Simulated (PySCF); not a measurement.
W(NMe)(S)(OH)2 (CH₅NO₂SW), SMILES C[N]=[W]([OH])([OH])=[S], multiplicity 1. The structure is a stationary point at r2SCAN-D4/def2-SVP. The spin state was assumed, not searched. The def2 effective core potentials stand for the cores of W; spin–orbit coupling is left out. One conformer was computed; it need not be the lowest.

Computed equilibrium geometry at r2SCAN-D4/def2-SVP (PySCF confirms it by a frequency run) as bond lengths and angles, and its point group (one conformer of several):
point group Cs.
Atoms: W1 N2 C3 H4 H5 H6 S7 O8 H9 O10 H11. Bonds (Å): W1–N2 1.749, W1–S7 2.160, W1–O8 1.898, W1–O10 1.898, N2–C3 1.422, C3–H4 1.106, C3–H5 1.104, C3–H6 1.104, O8–H9 0.966, O10–H11 0.966. Bond angles (°): N2–W1–S7 106.4, N2–W1–O8 108.3, N2–W1–O10 108.3, S7–W1–O8 110.4, S7–W1–O10 110.4, O8–W1–O10 112.8, W1–N2–C3 156.0, N2–C3–H4 110.8, N2–C3–H5 110.7, N2–C3–H6 110.7, H4–C3–H5 108.5, H4–C3–H6 108.5, H5–C3–H6 107.6, W1–O8–H9 125.8, W1–O10–H11 125.8.
Charge 0, spin multiplicity 1.
